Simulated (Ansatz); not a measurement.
Geometry optimisation, RKS PBE0/def2-SVP in Ansatz.

input.yaml

```yaml
crystal:
  periodic: [false, false, false]
  atoms:
    - { symbol: Si, position_ang: [0.387323, -1.388678, 0.131451] }
    - { symbol: Si, position_ang: [-0.488679, 1.877103, 1.133833] }
    - { symbol: H, position_ang: [-0.752603, -0.923656, 0.976447] }
    - { symbol: H, position_ang: [0.567985, -2.851705, 0.367225] }
    - { symbol: C, position_ang: [0.167899, -0.968235, -1.675318] }
    - { symbol: H, position_ang: [0.677255, 1.226352, 0.57473] }
    - { symbol: F, position_ang: [1.769583, -0.661578, 0.687808] }
    - { symbol: H, position_ang: [-1.698795, 1.578932, 0.308686] }
    - { symbol: H, position_ang: [-0.723551, 1.384638, 2.523018] }
    - { symbol: H, position_ang: [-0.281484, 3.357286, 1.158435] }
    - { symbol: H, position_ang: [-0.196974, -1.8336, -2.250019] }
    - { symbol: H, position_ang: [-0.550008, -0.147638, -1.815091] }
    - { symbol: H, position_ang: [1.12205, -0.649222, -2.121104] }
basis:
  gaussian: { orbitals: def2-SVP }
hamiltonian:
  xc: pbe0
relax:
  f_tol: 0.03
  max_steps: 50
```

Run as:

```bash
$ ansatz run input.yaml --threads 2 --pin off --max-ram 3072MiB --backend cpu --events-out ev --progress --plain --runs-dir out
```

Task: Where does it end, and by what steps?

Result: It converged. The force dipped under the threshold on the way, but the program's further checks kept it going. After 16 steps the energy has fallen by 0.193 eV; H13 moved furthest, 0.81 Å.

```json
{"step": "0", "energy less start (eV)": "0.0000", "largest force component (eV/Å)": "0.755", "accepted": "yes"}
{"step": "1", "energy less start (eV)": "-0.1147", "largest force component (eV/Å)": "0.461", "accepted": "yes"}
{"step": "2", "energy less start (eV)": "-0.1238", "largest force component (eV/Å)": "0.886", "accepted": "yes"}
{"step": "3", "energy less start (eV)": "-0.1584", "largest force component (eV/Å)": "0.197", "accepted": "yes"}
{"step": "4", "energy less start (eV)": "-0.1740", "largest force component (eV/Å)": "0.345", "accepted": "yes"}
{"step": "5", "energy less start (eV)": "-0.1676", "largest force component (eV/Å)": "0.412", "accepted": "no"}
{"step": "6", "energy less start (eV)": "-0.1834", "largest force component (eV/Å)": "0.039", "accepted": "yes"}
{"step": "7", "energy less start (eV)": "-0.1866", "largest force component (eV/Å)": "0.119", "accepted": "yes"}
{"step": "8", "energy less start (eV)": "-0.1885", "largest force component (eV/Å)": "0.046", "accepted": "yes"}
{"step": "9", "energy less start (eV)": "-0.1899", "largest force component (eV/Å)": "0.031", "accepted": "yes"}
{"step": "10", "energy less start (eV)": "-0.1905", "largest force component (eV/Å)": "0.078", "accepted": "yes"}
{"step": "11", "energy less start (eV)": "-0.1912", "largest force component (eV/Å)": "0.040", "accepted": "yes"}
{"step": "12", "energy less start (eV)": "-0.1917", "largest force component (eV/Å)": "0.022", "accepted": "yes"}
{"step": "13", "energy less start (eV)": "-0.1920", "largest force component (eV/Å)": "0.030", "accepted": "yes"}
{"step": "14", "energy less start (eV)": "-0.1922", "largest force component (eV/Å)": "0.043", "accepted": "yes"}
{"step": "15", "energy less start (eV)": "-0.1925", "largest force component (eV/Å)": "0.024", "accepted": "yes"}
{"step": "16", "energy less start (eV)": "-0.1927", "largest force component (eV/Å)": "0.019", "accepted": "yes"}
```

```xyz
13
Properties=species:S:1:pos:R:3
Si 0.575 -1.626 0.018
Si -0.639 2.206 1.285
H -0.502 -1.229 0.973
H 0.824 -3.092 0.123
C 0.161 -1.130 -1.728
H 0.718 1.625 1.070
F 1.942 -0.866 0.482
H -1.530 1.818 0.149
H -1.214 1.686 2.560
H -0.548 3.695 1.348
H -0.751 -1.648 -2.065
H -0.015 -0.046 -1.800
H 0.979 -1.395 -2.414
```

Run time: 33 s on 2 threads of Intel(R) Xeon(R) Platinum 8488C (Sapphire Rapids), with other jobs on the host, peak memory 0.24 GiB.
